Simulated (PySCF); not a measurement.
Computed shifts of a molecule C₃H₅ClSi, PBE0/pcSseg-1 in PySCF, GIAO, gas phase, atoms alike by connectivity averaged where their shifts nearly agree, in ppm (number of nuclei): ¹³C: 107.4 (1), 89.1 (1), 5.7 (1). ²⁹Si: -13.4 (1). ¹H: 5.44 (1), 2.82 (1), 0.89 (3). References: ¹³C against TMS (σ = 186.3 ppm); ²⁹Si against TMS (σ = 352.7 ppm); ³⁵Cl against HCl (σ = 945.9 ppm); ¹H against TMS (σ = 31.56 ppm), references at their B3LYP-D3(BJ)/def2-TZVP geometries, non-relativistic (without spin–orbit terms, shifts of atoms bonded to Cl or Br come out too high). Coordinates come from a B3LYP-D3(BJ)/def2-SVP optimisation. The values are those of a single conformer.

### Question
Pick the molecule that these values belong to.
A. [SiH3]C=C=CCl
B. C#C[Si@@H](C)Cl
C. ClC1=CC[SiH2]1
D. C#CC[SiH2]Cl

### Answer
B, C#C[Si@@H](C)Cl
